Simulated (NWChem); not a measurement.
# C₂H₄Si; SMILES C#C[SiH3]

```xyz
7

Si     0.0000     0.0000    -1.0542
C      0.0000     0.0000     0.7801
C      0.0000     0.0000     1.9968
H     -1.1464    -0.8139    -1.5524
H     -0.1317     1.3997    -1.5524
H      1.2780    -0.5858    -1.5524
H      0.0000     0.0000     3.0727
```
Atoms are numbered in this order, from 1.

Program: NWChem. Pople sets run with spherical d functions. All runs use the structure optimised with PBE0/def2-SVP. Static field.

Task: Estimate the computed values for PBE/6-31+G*. Quantities: isotropic polarisability (bohr³); anisotropy (bohr³).

Result: 
```
Item                              Result
--------------------------------  ------
isotropic polarisability (bohr³)    46.0
anisotropy (bohr³)                  32.3
```
